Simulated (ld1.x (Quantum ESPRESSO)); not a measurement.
What one change does to a pseudopotential (P (Z = 15), ultrasoft)

ld1.x (Quantum ESPRESSO) 7.5 input, shortened:

```
&input
   title='P', zed=15., rel=1, dft='PW91', iswitch=3,
   config='[Ne] 3s2 3p3 3d-2'
 /
 &inputp
   pseudotype=3, tm=.true., lloc=2,
   nlcc=.true., new_core_ps=.true., rcore=1.05
 /
5
3S  1  0   2.00   0.00  1.30  1.75  0.0
3S  1  0   0.00  -0.65  1.30  1.75  0.0
3P  2  1   3.00   0.00  1.60  1.75  0.0
3P  2  1   0.00   0.05  1.60  1.75  0.0
3D  3  2  -2.00   0.35  1.75  1.75  0.0
 &test
   configts(1)='3s2 3p3'
 /
```

All-electron outer shells of the reference configuration (PW91, scalar-relativistic, ld1.x):

```tsv
shell	level (eV)	outermost node (bohr)	outermost maximum (bohr)
2s	-174.06	0.14	0.42
2p	-124.67	–	0.36
3s	-14.02	0.65	1.58
3p	-5.55	0.64	1.83
```

Change: waves 3p (bound): rcut 1.60, rcutus 2.10 bohr; 3p channel at 0.05 Ry: rcut 1.60, rcutus 2.10 bohr.

Cutoffs: the cutoffs (Ry, on a coarse ladder) from which the occupation-weighted sum of valence levels, in a spherical-Bessel basis at the reference potential, stays within 10 and 1 mRy of its value at 400 Ry; they do not see the model core or the augmentation charge, which bear on the density cutoff. Errors are all-electron minus pseudo energies relative to the spin-unpolarised reference configuration.

Q: What does the change do?

A: The potential gets softer (12 Ry and 21 Ry → 12 Ry and 18 Ry); of the 7 tests that both files solve, the error grows in 0 and shrinks in 1 by more than 15 % and 0.3 meV (median size 2.2 → 2.0 meV); neither file shows a bound ghost. A larger radius leaves more room for a smooth pseudo-wave, so fewer plane waves are needed.

| quantity | base | changed |
| --- | --- | --- |
| cutoff, loose | 12 Ry | 12 Ry |
| cutoff, tight | 21 Ry | 18 Ry |
| bound ghosts | none | none |
| error for 3s2 3p2, meV [ΔE 9.78 eV] | +0.7 | +0.7 |
| error for 3s2 3p1, meV [ΔE 28.98 eV] | +9.9 | +10 |
| error for 3s2 3p0, meV [ΔE 58.80 eV] | +45 | +45 |
| error for 3s1 3p0, meV [ΔE 110.90 eV] | +110 | +110 |
| error for 3s1 3p4, meV [ΔE 8.54 eV] | -2.2 | -2.0 |
| error for 3s1 3p3, meV [ΔE 18.90 eV] | -1.5 | -1.2 |
| error for 3s2 3p3.3, meV [ΔE -1.32 eV] | +0.1 | +0.1 |
| lowest overlap eigenvalue by channel | s 0.36, p 0.67 | s 0.36, p 0.77 |
